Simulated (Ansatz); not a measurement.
## Energy profile

The step: Si₂H₆O ([OH][SiH2][SiH3]) + HCl → SiH₃ClO ([OH][SiH2][Cl]) + SiH₄; bonds formed: Si1–Cl7, Si2–H6; bonds broken: Si1–Si2, H6–Cl7 (atoms numbered as in the saddle structure below).

| atom | x (Å) | y (Å) | z (Å) |
| --- | --- | --- | --- |
| Si1 | -0.6842 | 0.6863 | -0.2908 |
| Si2 | 0.6653 | -1.4176 | 0.1868 |
| H3 | -1.1221 | 0.7501 | -1.6923 |
| H4 | -1.6391 | -0.2468 | 0.4152 |
| O5 | -0.6969 | 2.0044 | 0.6727 |
| H6 | 0.9750 | 0.2022 | -0.4958 |
| Cl7 | 1.5224 | 1.6196 | -1.1907 |
| H8 | 0.4456 | -1.4661 | 1.6513 |
| H9 | -0.2714 | -2.3009 | -0.5487 |
| H10 | 2.0747 | -1.7447 | -0.1471 |
| H11 | -1.2691 | 1.9135 | 1.4392 |

Electronic energies by CCSD(T) at an estimated basis limit (MP2 extrapolated from triple and quadruple zeta, plus CCSD(T) − MP2 in triple zeta), on PBE0-D4/def2-TZVP structures; Si₂H₇ClO, singlet; no counterpoise correction. Program: Ansatz 0.2.0. Basis: def2-TZVPP and def2-QZVPP. Cores are frozen in the correlated methods. Extrapolation: Hartree–Fock as exp(−7.88 √X), correlation as X^−2.97.

Question: Give the profile in eV, counted from the separated reactants. (Judge from chemistry; the value comes from the calculation.)

Answer: Computed:
```
                                                                                                                   point      eV
separated: Si₂H₆O (linked as [OH][SiH2][SiH3]; Si1, Si2, H3, H4, O5, H8, H9, H10, H11; singlet) + HCl (H6, Cl7; singlet)   0.000
                                                                                                         start structure  -0.056
                                                                                                                  saddle   1.497
                                                                                                           end structure  -1.308
```

T1 diagnostic: at most 0.014.

For scale, one of the runs: CCSD(T)/def2-TZVPP, 255 basis functions (an equivalent command: `ansatz run in.yaml --threads 4`). The run took 2.2 min on 4 CPU threads (shared host), with 5.2 GiB of host memory at its peak.
